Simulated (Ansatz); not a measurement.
Reaction (cleavage of the Al–Ga bond): `[NH2][AlH][GaH2]` + HCl → `[NH2][AlH][Cl]` + `[GaH3]`

Computed with Ansatz on PBE0-D4/def2-TZVP structures; ΔE is electronic, products minus reactants. CCSD(T)/CBS adds triple-zeta CCSD(T) − MP2 to the extrapolated MP2 energy (def2 sets, frozen cores). This one scheme is used for every species. DFT in def2-TZVPP. For Ga outer-core shells are correlated without core-valence functions, which leaves a few kJ/mol of doubt a bond. Scalar relativity is left out up to krypton. One conformer a species, not always the lowest.

```tsv
species	r2SCAN0 energy (Eh)
`[NH2][AlH][GaH2]`	-2224.97662
HCl	-460.78275
`[NH2][AlH][Cl]`	-759.23776
`[GaH3]`	-1926.57959
```

Work out ΔE.

ΔE = (-759.23776) + (-1926.57959) − (-2224.97662) − (-460.78275) = -0.05798 Eh = -36.4 kcal/mol. CCSD(T)/CBS gives -34.6 kcal/mol.

Largest T1 diagnostic among the species: 0.013.

Leaving LDA and LC-ωPBE aside and taking each functional with its dispersion term where it has one, the values, not all of them listed here, spread over 6.2 kcal/mol, from B97M-V to PBE-D4. From PBE to PBE0 (25 % exact exchange), in def2-TZVPP and without D4, ΔE moves by −1.9 kcal/mol. In def2-TZVPP, CCSD(T) changes the Hartree–Fock value by +5.3 kcal/mol (the triples alone add +0.5 kcal/mol) and MP2 by +2.7 kcal/mol.
